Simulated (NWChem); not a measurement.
# bromine (Br$_{2}$); SMILES BrBr

Program: NWChem. Pople sets run with spherical d functions. This build's default masses of Se (78.918 u) and Br (79.917 u) are each other's, which moves their modes by up to 0.6 %. Each level has its own optimisation. Entropies are gas-phase, rigid-rotor, harmonic values for NWChem's default masses at 298.15 K and 1 bar, so the errors hold that model's part too (torsions, anharmonicity).

Measured entropy at 1 bar: 58.7 cal/(mol K) (CRC Handbook, as tabulated in the package chemicals).

```json
[
 {"level": "Hartree-Fock/STO-3G", "entropy at 1 bar (cal/(mol K))": "58.2", "computed − measured": "-0.5"},
 {"level": "Hartree-Fock/3-21G", "entropy at 1 bar (cal/(mol K))": "58.9", "computed − measured": "+0.2"},
 {"level": "Hartree-Fock/6-31G*", "entropy at 1 bar (cal/(mol K))": "58.5", "computed − measured": "-0.2"},
 {"level": "B3LYP/6-31G*", "entropy at 1 bar (cal/(mol K))": "58.7", "computed − measured": "0.0"},
 {"level": "LDA (Slater exchange, VWN5)/def2-SVP", "entropy at 1 bar (cal/(mol K))": "58.6", "computed − measured": "-0.1"},
 {"level": "PBE/def2-SVP", "entropy at 1 bar (cal/(mol K))": "58.8", "computed − measured": "+0.1"},
 {"level": "BLYP/def2-SVP", "entropy at 1 bar (cal/(mol K))": "59.0", "computed − measured": "+0.3"},
 {"level": "PBE0/def2-SVP", "entropy at 1 bar (cal/(mol K))": "58.6", "computed − measured": "-0.1"}
]
```
